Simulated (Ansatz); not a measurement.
## A ladder of methods for SiNH4O2 (SMILES N[Si](O)O)

SiNH4O2 has 8 atoms, charge 0, and is taken as a doublet. SMILES: `N[Si](O)O`. Geometry: optimised at PBE0/def2-SVP. This is one conformer, not always the lowest.

```xyz
8

N    -0.5021    1.2769    0.1282
Si    0.0960   -0.2439   -0.3827
O     1.6593   -0.2895    0.2096
O    -0.9674   -1.3479    0.2862
H     0.0707    2.1094    0.0659
H    -1.4941    1.4787    0.1116
H     2.2554   -0.8592   -0.2853
H    -1.0257   -2.1818   -0.1892
```

Each level gives the dissociation energy of the O4–Si2 bond into doublet OH and singlet SiNH3O (shapes relaxed at PBE0/def2-SVP, no zero-point term) (eV). The values are calculated.

| level | kind | program | value (eV) | CPU time (all runs) |
| --- | --- | --- | --- | --- |
| USVWN5/def2-SVP | LDA | Ansatz | 4.19 | 2.1 s |
| UPBE/def2-SVP | GGA | Ansatz | 3.47 | 3.9 s |
| U-r2SCAN/def2-SVP | meta-GGA | Ansatz | 3.52 | 8.6 s |
| UB3LYP/def2-SVP | global hybrid | Ansatz | 3.23 | 4.9 s |
| UCAM-B3LYP/def2-SVP | range-separated hybrid | Ansatz | 3.37 | 5.7 s |
| UB2PLYP/def2-SVP | double hybrid | Ansatz | 3.26 | 6 s |
| RPA@PBE/def2-SVP | RPA | Ansatz | 2.68 | 8.2 s |
| UMP2/def2-SVP | perturbation theory | Ansatz | 3.44 | 1.6 s |

The values span 2.68 to 4.19 eV. A fragment with an even electron count was run as a singlet and may have a lower triplet. Measured bond enthalpies also hold zero-point and thermal terms, a few tenths of an eV less. In so small a basis fixed costs decide the times, and correlated methods can beat functionals. Times are those of the runs behind each value, whatever else they computed, on shared processors of several kinds: orders of magnitude only.
